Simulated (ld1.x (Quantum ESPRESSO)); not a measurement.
**sulfur, TM: configuration errors across variants**

ld1.x (Quantum ESPRESSO) 7.5 input, shortened:

```
&input
   title='S', zed=16., rel=0, dft='PBE', iswitch=3,
   config='[Ne] 3s2 3p4'
 /
 &inputp
   pseudotype=2, tm=.true., lloc=-1, rcloc=1.10,
   nlcc=.true., rcore=1.40
 /
2
3S  1  0   2.00   0.00  1.35  1.35  0.0
3P  2  1   4.00   0.00  1.50  1.50  0.0
 &test
   configts(1)='3s2 3p4'
 /
```

All-electron excitation energies from the reference (eV): (1) 3s2 3p3 11.782; (2) 3s2 3p2 34.078; (3) 3s2 3p1 68.128; (4) 3s2 3p0 114.928; (5) 3s1 3p5 10.183; (6) 3s1 3p4 22.524; (7) 3s0 3p6 20.480.

Errors AE − PS in meV (a dash: test not solved or not reliable):

| change | (1) | (2) | (3) | (4) | (5) | (6) | (7) | bound ghosts |
| --- | --- | --- | --- | --- | --- | --- | --- | --- |
| base | +4.3 | +27 | +90 | +225 | +0.7 | +6.7 | +3.2 | none |
| wave 3s (bound): rc 1.35 bohr becomes 3s (bound): rc 1.08 bohr | +5.1 | +33 | +114 | +302 | +4.0 | +8.1 | +32 | none |
| wave 3s (bound): rc 1.35 bohr becomes 3s (bound): rc 1.20 bohr | +4.7 | +30 | +100 | +250 | +1.6 | +6.7 | +8.2 | none |
| wave 3s (bound): rc 1.35 bohr becomes 3s (bound): rc 1.32 bohr | +4.3 | +27 | +91 | +227 | +0.7 | +6.6 | +3.2 | none |
| wave 3s (bound): rc 1.35 bohr becomes 3s (bound): rc 1.50 bohr | +4.4 | +28 | +93 | +233 | +0.6 | +6.3 | +2.6 | none |
| wave 3s (bound): rc 1.35 bohr becomes 3s (bound): rc 1.68 bohr | +5.0 | +33 | +110 | +276 | -0.6 | +3.5 | -1.1 | none |
| wave 3s (bound): rc 1.35 bohr becomes 3s (bound): rc 1.88 bohr | +5.9 | +39 | +134 | +342 | -3.1 | -1.4 | -8.4 | none |
| wave 3s (bound): rc 1.35 bohr becomes 3s (bound): rc 2.00 bohr | +6.8 | +46 | +160 | +417 | -6.8 | -7.8 | -20 | none |

Task: Give the same row for: wave 3s (bound): rc 1.35 bohr becomes 3s (bound): rc 0.92 bohr.

Result: +6.8, +47, +165, +448, +30, +28, +199; bound ghosts: none.
